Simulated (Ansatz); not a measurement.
Ansatz (an electronic-structure program) input (CCSD(T)/aug-cc-pV(D+d)Z):
A basis named .json is the Basis Set Exchange file of that set.

Ansatz 0.2 input:
```yaml
crystal:
  periodic: [false, false, false]
  atoms:
    - {symbol: F, position_ang: [-0.92925186, 1.15465576, -0.28867094]}
    - {symbol: C, position_ang: [-0.47716006, 0.04464233, 0.31775044]}
    - {symbol: F, position_ang: [-1.09408911, -1.01463247, -0.23142999]}
    - {symbol: Cl, position_ang: [1.28023052, -0.09512174, 0.08181567]}
    - {symbol: H, position_ang: [-0.69088967, 0.08900590, 1.38353929]}
basis:
  gaussian:
    orbitals: aug-cc-pV_D+d_Z.json
magnetization: {spin_polarized: false}
correlation: {method: ccsd_t, electrons: outside_noble_gas}
output: {forces: true}
```

End of the output:

```
integrals: 0.17 GiB planned
1041 factors; integrals over basis functions are off by at most 7.6e-4 eV
mean field: 0.39 GiB planned
mean field evaluation 1: about -18959.9987 eV, gradient 3.3e1 eV
mean field evaluation 2: about -18960.0429 eV, gradient 3.3e1 eV
mean field evaluation 4: about -18962.3768 eV, gradient 2.8e0 eV
mean field evaluation 8: about -18962.4155 eV, gradient 2.4e-1 eV
mean field evaluation 16: about -18959.9968 eV, gradient 3.3e1 eV
mean field -18962.41578817 eV, -696.8559270282 hartree, gradient 2.1e-6 eV, S^2 0.000000; 0 other end points of the search recorded, 0 dependent functions left out
8 core orbitals not correlated
reference -18962.41578817 eV, -696.8559270282 hartree; 13, 13 occupied and 89, 89 virtual orbitals, 1041 factors
densities: 0.75 GiB planned
second order -18.98673129 eV of doubles, -0.00000000 eV of singles
coupled cluster: 0.52 GiB planned
cycle   1  -19.08865037 eV  change   -1.0e-1 eV  update   1.0e-1
cycle   2  -19.51237419 eV  change   -4.2e-1 eV  update   2.8e-2
cycle   3  -19.61433672 eV  change   -1.0e-1 eV  update   1.4e-2
cycle   4  -19.60904807 eV  change    5.3e-3 eV  update   2.8e-3
cycle   5  -19.60684815 eV  change    2.2e-3 eV  update   1.3e-3
cycle   6  -19.60727144 eV  change   -4.2e-4 eV  update   4.1e-4
cycle   7  -19.60719693 eV  change    7.5e-5 eV  update   1.4e-4
cycle   8  -19.60712672 eV  change    7.0e-5 eV  update   4.4e-5
cycle   9  -19.60713308 eV  change   -6.4e-6 eV  update   1.5e-5
cycle  10  -19.60713686 eV  change   -3.8e-6 eV  update   5.6e-6
perturbative correction -0.57550226 eV, -0.0211493180 hartree
the calculation of the forces begins
Total energy: -18982.59842729 eV, -697.5976253357 hartree
Atom 0 at    -0.929252     1.154656    -0.288671 Å, force    -0.234402     0.601721    -0.357988 eV/Å
Atom 1 at    -0.477160     0.044642     0.317750 Å, force     0.691201    -0.045189     0.277903 eV/Å
Atom 2 at    -1.094089    -1.014632    -0.231430 Å, force    -0.323997    -0.577362    -0.326875 eV/Å
Atom 3 at     1.280231    -0.095122     0.081816 Å, force    -0.050592     0.003414    -0.016292 eV/Å
Atom 4 at    -0.690890     0.089006     1.383539 Å, force    -0.082209     0.017415     0.423253 eV/Å
Dipole moment:    -0.024377     0.009831     0.302384 e Å
```
